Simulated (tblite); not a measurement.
Species: C5H7N2O2 (doublet state).
SMILES with atom numbers: `[CH3:1][O:2][c:3]1[n:4][cH:5][o:6][c:7]1[CH:8][NH2:9]` (hydrogens: H10, H11, H12 on C1; H13 on C5; H14 on C8; H15, H16 on N9)

Structure used (GFN2-xTB), in Å, numbered top down from 1:
```
atom  x, y, z in Å
C1    -2.7521   -0.7530   -0.2738
O2    -1.3580   -0.9883   -0.2471
C3    -0.6113    0.1087   -0.0348
N4    -1.0917    1.3514    0.1518
C5    -0.0469    2.1095    0.3245
O6     1.1360    1.4532    0.2691
C7     0.8043    0.1344    0.0334
C8     1.7386   -0.8655   -0.0738
N9     3.0981   -0.6279   -0.0746
H10   -3.0918   -0.3339    0.6768
H11   -3.2180   -1.7203   -0.4503
H12   -3.0109   -0.0547   -1.0736
H13   -0.0498    3.1640    0.4980
H14    1.4033   -1.8702   -0.2584
H15    3.3595    0.2836    0.2720
H16    3.6832   -1.3821    0.2495
```

Computed with GFN2-xTB (tblite): harmonic, unscaled wavenumbers at the GFN2-xTB geometry, gas phase. The method is semi-empirical: single wavenumbers can be off by several per cent or more. One conformer, not necessarily the lowest. Open shells enter through the occupations alone, without spin polarisation, and single modes of such species can be off by tens of per cent.

Harmonic wavenumbers (cm⁻¹): 83.4, 125.8, 128.1, 167.0, 217.9, 223.1, 326.2, 352.9, 385.0, 559.0, 580.5, 627.0, 633.4, 642.0, 663.0, 692.9, 776.2, 907.1, 1010.0, 1044.6, 1077.5, 1099.8, 1124.4, 1151.8, 1193.0, 1231.1, 1256.3, 1319.2, 1389.9, 1445.4, 1464.5, 1469.3, 1480.9, 1494.7, 1589.9, 2953.5, 2971.1, 3029.9, 3137.6, 3202.2, 3427.5, 3488.1.

A = 2967, B = 1269, C = 894.7 MHz; mass 127.051 u (most abundant isotopes); point group C1, symmetry number 1; spin multiplicity 2.

Task: Zero-point energy?

Result: ½Σν̃ = 26071 cm⁻¹ = 74.54 kcal/mol.

Task: Entropy at 298.15 K, 1 bar (ideal gas, RRHO, classical rotation)?

Result: Translation 40.46, rotation 28.95, vibration 23.48, spin (R ln 2) 1.38: S = 94.3 cal/(mol K).

Task: And Cp and H(298.15 K) − H(0)?

Result: Cp = 35.02 cal/(mol K), of which vibrations give 27.07 (their classical limit is 42 R = 83.5); H(298.15 K) − H(0) = 6.32 kcal/mol without the zero-point energy, 3.95 from vibrations.

Task: What must be added to the electronic energy to get the Gibbs energy at 298.15 K and 1 bar?

Result: ZPE + [H(298.15 K) − H(0)] − T·S = 74.54 + 6.32 − 28.11 = 52.75 kcal/mol.

Task: Which modes carry the vibrational entropy at 298.15 K?

Result: 83.4 cm⁻¹: 3.81; 125.8 cm⁻¹: 3.01; 128.1 cm⁻¹: 2.97; 167.0 cm⁻¹: 2.47; 217.9 cm⁻¹: 1.98; 223.1 cm⁻¹: 1.93 cal/(mol K); the other 36 give 7.31 together.

Task: Blend soft modes into free rotors: weight 1/[1 + (100 cm⁻¹/ν̃)⁴] for the oscillator and the rest for a rotor with moment μB/(μ + B), μ = h/(8π²ν), B = 10⁻⁴⁴ kg m². What vibrational entropy results?

Result: 22.76 cal/(mol K) in place of 23.48, which changes −T·S at 298.15 K by +0.22 kcal/mol.

Task: How do the functions run with temperature in this model?

Result: 
```
T (K)  S (cal/(mol K))  Cp (cal/(mol K))  H − H(0) (kcal/mol)  G − H(0) (kcal/mol)  ln q(vib)
  150             75.3              21.6                 2.13                -9.17       1.90
  250             88.5              30.7                 4.74               -17.38       4.07
  400            105.8              43.6                10.34               -31.98       7.44
  600            126.1              56.5                20.43               -55.21      11.89
  900            151.4              68.1                39.29               -96.97      18.18
```

q(vib) and H(0) count from the zero-point level.

Hindered rotation and anharmonicity are outside this model. Other conformers, if any are populated, would add a mixing term that is left out. The structure is chiral; the term R ln 2 for an equal mix with its mirror image is left out.
